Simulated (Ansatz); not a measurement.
Born–Oppenheimer molecular dynamics of C$_{2}$H$_{9}$BO$_{2}$Si (15 atoms, charge 0, multiplicity 1). It goes on from the last frame of an earlier run, with new velocities.

Level of theory: Ansatz 0.2.0, RKS PBE0-D4/STO-3G.

| Property | Result |
| --- | --- |
| ensemble | NVT, Langevin thermostat |
| time step | 1 fs |
| steps asked | 250 |
| set temperature | 300 K |
| friction | 0.001 /fs |
| seed | 300401 |

Frames 2 fs apart, positions in Å.

Velocities at 10.0 fs (Å/ps):

```
C 1.32 -1.83 -6.91
O 0.16 3.58 0.80
B 1.71 -3.16 9.63
O -3.05 -2.50 -2.98
Si -2.54 -0.80 0.15
C 0.45 4.83 -2.17
H 8.50 1.22 31.58
H -16.12 -7.95 -11.05
H 50.74 28.13 31.66
H 10.67 -7.10 -16.75
H 0.82 -0.69 1.92
H -6.32 -2.78 -7.91
H 11.43 2.27 -7.97
H -1.26 -1.43 19.41
H 6.44 12.90 -6.72
```

```xyz
15
Properties=species:S:1:pos:R:3 time_fs=10.0 energy_less_start_eV=0.015 T=274
C -1.815 -2.015 0.196
O -0.880 -1.017 -0.272
B 0.365 -0.585 0.314
O 0.933 -1.041 1.487
Si 1.383 0.824 -0.625
C 0.472 2.487 -0.431
H -1.349 -2.994 0.378
H -2.645 -2.142 -0.530
H -2.360 -1.788 1.107
H 0.261 -1.670 1.847
H 2.666 0.859 0.017
H 1.556 0.449 -1.979
H -0.226 2.605 -1.231
H -0.078 2.660 0.537
H 1.195 3.324 -0.534
15
Properties=species:S:1:pos:R:3 time_fs=12.0 energy_less_start_eV=-0.009 T=297
C -1.812 -2.019 0.183
O -0.877 -1.008 -0.270
B 0.365 -0.592 0.331
O 0.926 -1.045 1.480
Si 1.377 0.822 -0.624
C 0.476 2.498 -0.433
H -1.331 -2.997 0.435
H -2.662 -2.156 -0.555
H -2.258 -1.720 1.184
H 0.266 -1.709 1.834
H 2.671 0.863 0.020
H 1.546 0.446 -2.007
H -0.223 2.610 -1.260
H -0.066 2.646 0.551
H 1.199 3.341 -0.544
15
Properties=species:S:1:pos:R:3 time_fs=14.0 energy_less_start_eV=0.107 T=245
C -1.808 -2.024 0.177
O -0.869 -0.998 -0.268
B 0.356 -0.600 0.343
O 0.919 -1.050 1.473
Si 1.370 0.821 -0.622
C 0.482 2.510 -0.432
H -1.315 -2.998 0.465
H -2.639 -2.163 -0.564
H -2.157 -1.650 1.229
H 0.262 -1.774 1.849
H 2.678 0.879 0.016
H 1.540 0.454 -2.037
H -0.237 2.617 -1.288
H -0.030 2.617 0.517
H 1.185 3.339 -0.546
15
Properties=species:S:1:pos:R:3 time_fs=16.0 energy_less_start_eV=0.091 T=254
C -1.802 -2.027 0.183
O -0.858 -0.987 -0.267
B 0.339 -0.607 0.344
O 0.909 -1.059 1.470
Si 1.361 0.819 -0.619
C 0.491 2.520 -0.438
H -1.304 -2.990 0.459
H -2.595 -2.162 -0.552
H -2.078 -1.606 1.203
H 0.297 -1.809 1.860
H 2.679 0.900 0.001
H 1.532 0.478 -2.046
H -0.236 2.623 -1.280
H -0.005 2.588 0.492
H 1.176 3.337 -0.541
15
Properties=species:S:1:pos:R:3 time_fs=18.0 energy_less_start_eV=-0.046 T=331
C -1.787 -2.026 0.199
O -0.844 -0.976 -0.269
B 0.317 -0.611 0.337
O 0.898 -1.071 1.471
Si 1.352 0.818 -0.615
C 0.499 2.526 -0.451
H -1.300 -2.980 0.423
H -2.568 -2.158 -0.543
H -2.050 -1.590 1.137
H 0.364 -1.812 1.863
H 2.672 0.924 -0.022
H 1.519 0.517 -2.028
H -0.226 2.628 -1.242
H -0.012 2.570 0.512
H 1.190 3.359 -0.532
15
Properties=species:S:1:pos:R:3 time_fs=20.0 energy_less_start_eV=-0.042 T=340
C -1.763 -2.021 0.217
O -0.831 -0.967 -0.273
B 0.295 -0.613 0.326
O 0.887 -1.083 1.471
Si 1.342 0.817 -0.611
C 0.510 2.528 -0.463
H -1.285 -2.989 0.375
H -2.565 -2.149 -0.543
H -2.095 -1.581 1.120
H 0.410 -1.843 1.883
H 2.662 0.949 -0.050
H 1.505 0.560 -2.004
H -0.237 2.637 -1.215
H -0.027 2.559 0.533
H 1.216 3.389 -0.519
15
Properties=species:S:1:pos:R:3 time_fs=22.0 energy_less_start_eV=-0.083 T=360
C -1.734 -2.012 0.231
O -0.823 -0.961 -0.281
B 0.282 -0.612 0.318
O 0.878 -1.093 1.470
Si 1.331 0.818 -0.605
C 0.522 2.528 -0.469
H -1.262 -3.014 0.334
H -2.553 -2.132 -0.530
H -2.195 -1.579 1.168
H 0.423 -1.907 1.917
H 2.656 0.971 -0.075
H 1.492 0.595 -1.999
H -0.276 2.656 -1.217
H -0.015 2.559 0.513
H 1.224 3.393 -0.506
15
Properties=species:S:1:pos:R:3 time_fs=24.0 energy_less_start_eV=0.073 T=286
C -1.707 -1.999 0.244
O -0.823 -0.960 -0.293
B 0.281 -0.608 0.316
O 0.869 -1.105 1.470
Si 1.319 0.819 -0.599
C 0.532 2.527 -0.472
H -1.237 -3.024 0.312
H -2.520 -2.108 -0.501
H -2.283 -1.615 1.201
H 0.433 -1.940 1.926
H 2.660 0.987 -0.093
H 1.478 0.614 -2.016
H -0.301 2.681 -1.223
H 0.017 2.570 0.469
H 1.217 3.370 -0.497
15
Properties=species:S:1:pos:R:3 time_fs=26.0 energy_less_start_eV=-0.018 T=328
C -1.684 -1.984 0.259
O -0.830 -0.961 -0.308
B 0.291 -0.603 0.320
O 0.858 -1.118 1.470
Si 1.308 0.822 -0.592
C 0.536 2.524 -0.477
H -1.219 -2.998 0.316
H -2.486 -2.085 -0.476
H -2.311 -1.692 1.179
H 0.446 -1.927 1.894
H 2.666 0.994 -0.106
H 1.464 0.617 -2.037
H -0.279 2.701 -1.207
H 0.038 2.590 0.461
H 1.220 3.350 -0.497
15
Properties=species:S:1:pos:R:3 time_fs=28.0 energy_less_start_eV=-0.005 T=314
C -1.668 -1.970 0.275
O -0.840 -0.964 -0.323
B 0.310 -0.596 0.329
O 0.848 -1.130 1.470
Si 1.298 0.826 -0.588
C 0.537 2.520 -0.484
H -1.200 -2.954 0.341
H -2.465 -2.078 -0.477
H -2.276 -1.778 1.138
H 0.425 -1.923 1.849
H 2.666 0.988 -0.115
H 1.446 0.606 -2.038
H -0.230 2.717 -1.189
H 0.035 2.620 0.499
H 1.250 3.346 -0.509
15
Properties=species:S:1:pos:R:3 time_fs=30.0 energy_less_start_eV=0.014 T=306
C -1.656 -1.960 0.283
O -0.850 -0.964 -0.336
B 0.330 -0.590 0.339
O 0.841 -1.137 1.467
Si 1.290 0.830 -0.586
C 0.536 2.517 -0.484
H -1.163 -2.926 0.382
H -2.450 -2.093 -0.491
H -2.229 -1.832 1.160
H 0.357 -1.966 1.817
H 2.656 0.973 -0.117
H 1.424 0.584 -2.014
H -0.212 2.735 -1.215
H 0.039 2.652 0.524
H 1.289 3.340 -0.531
15
Properties=species:S:1:pos:R:3 time_fs=32.0 energy_less_start_eV=-0.052 T=334
C -1.649 -1.955 0.281
O -0.855 -0.961 -0.347
B 0.346 -0.585 0.346
O 0.834 -1.145 1.466
Si 1.283 0.835 -0.585
C 0.536 2.518 -0.476
H -1.107 -2.919 0.428
H -2.432 -2.128 -0.494
H -2.196 -1.833 1.262
H 0.281 -1.991 1.772
H 2.641 0.955 -0.113
H 1.399 0.550 -1.982
H -0.217 2.750 -1.274
H 0.058 2.679 0.507
H 1.313 3.307 -0.560
```

Of the whole run (250 fs, mean temperature of the second half 299 K): A run of 0.25 ps of so small a system gives no equilibrium averages. Limits of this set-up: minimal basis.

The run took 11 min on 1 thread of Arm Neoverse V1 (shared host), peak memory 0.098 GiB.
